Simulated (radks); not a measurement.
Values are calculated unless marked as measured or tabulated.
Dy2+, configuration [Xe] 4f9 6s1 (not the ground configuration).

Level of theory: scalar-relativistic Kohn-Sham, r2SCAN, spin-polarised, spherical densities, finite nucleus; open shells are filled with parallel spins first (spin-orbit coupling, left out, can overturn this in heavy ions); meta-GGA in the generalised Kohn-Sham scheme; Fermi nuclear charge, rms radius 5.2218 fm (a radial shooting solver on a logarithmic mesh with Libxc functionals).

Energy parts (eV):
total: -330803.62
kinetic: 356856.35
electron-nucleus: -808052.42
Hartree: 127546.83
exchange-correlation: -7154.37

Orbitals (lengths in bohr, moments of r in powers of bohr):
\begin{tabular}{lrrr}
orbital & occ. & eigenvalue (eV) & <1/r> \\ \hline
1s up & 1 & -53752.55 & 74.55 \\
1s down & 1 & -53752.53 & 74.55 \\
2s up & 1 & -8993.064 & 17.34 \\
2s down & 1 & -8993.057 & 17.34 \\
2p up & 3 & -7978.846 & 16.09 \\
2p down & 3 & -7978.826 & 16.09 \\
3s up & 1 & -2030.189 & 6.389 \\
3s down & 1 & -2027.523 & 6.395 \\
3p up & 3 & -1717.235 & 5.981 \\
3p down & 3 & -1714.567 & 5.988 \\
3d up & 5 & -1314.319 & 5.664 \\
3d down & 5 & -1312.257 & 5.670 \\
4s up & 1 & -427.4535 & 2.686 \\
4s down & 1 & -421.5011 & 2.684 \\
4p up & 3 & -323.8017 & 2.466 \\
4p down & 3 & -317.8611 & 2.464 \\
4d up & 5 & -182.0289 & 2.178 \\
4d down & 5 & -176.0774 & 2.174 \\
5s up & 1 & -72.0954 & 1.044 \\
5s down & 1 & -69.4227 & 1.019 \\
5p up & 3 & -46.6296 & 0.8854 \\
5p down & 3 & -44.7625 & 0.8658 \\
4f up & 7 & -27.9077 & 1.632 \\
4f down & 2 & -22.4956 & 1.595 \\
6s up & 1 & -17.2072 & 0.3882 \\
6s down & 0 & -14.5681 & 0.3728 \\
\end{tabular}

The highest occupied level is 6s up at -17.207 eV. The spin density at the nucleus is 59.99 e/bohr^3 (1s 0.30, 2s -0.43, 3s -17.35, 4s 4.04, 5s 22.57, 6s 50.86).
